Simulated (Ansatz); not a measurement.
Start from `CC[SeH]` and change one atom or group to get `C[CH2][AlH2]`.

Ansatz, PBE0-D4/def2-TZVP geometries, multiplicity 1. Each molecule was computed in one conformer, which needn't be the lowest.

Scalar relativity is left out up to krypton.

```
                                        property  `CC[SeH]`
size of the dipole moment (B3LYP/def2-TZVPP) / D       1.55
             HOMO–LUMO gap (PBE/def2-TZVPP) / eV       4.56
             HOMO energy (B3LYP/def2-TZVPP) / eV      -6.24
            HOMO–LUMO gap (PBE0/def2-TZVPP) / eV       6.61
             LUMO energy (B3LYP/def2-TZVPP) / eV      -0.14
              HOMO energy (PBE0/def2-TZVPP) / eV      -6.47
```

(1) What does the change do to each property? (An estimate is asked.)

## Answers

(1) Computed: 
```
                                        property  `C[CH2][AlH2]`  shift
size of the dipole moment (B3LYP/def2-TZVPP) / D            0.77  -0.78
             HOMO–LUMO gap (PBE/def2-TZVPP) / eV            4.22  -0.34
             HOMO energy (B3LYP/def2-TZVPP) / eV           -7.34  -1.10
            HOMO–LUMO gap (PBE0/def2-TZVPP) / eV            6.24  -0.37
             LUMO energy (B3LYP/def2-TZVPP) / eV           -1.53  -1.39
              HOMO energy (PBE0/def2-TZVPP) / eV           -7.54  -1.07
```

With PBE0 the HOMO falls by 1.07 eV and the LUMO falls by 1.44 eV, so the gap narrows by about 0.37 eV. PBE moves the HOMO by -0.99 eV and ωB97M-V by -1.08 eV. The zero-point energy changes by 9.3 kJ/mol with +3 modes. Dipoles are sizes alone; their direction can turn.

B3LYP here is the variant with VWN-RPA as its local correlation; programs differ in this.

Spin–orbit coupling is left out; it splits and shifts lone-pair levels of the heavy atoms by tenths of an eV.
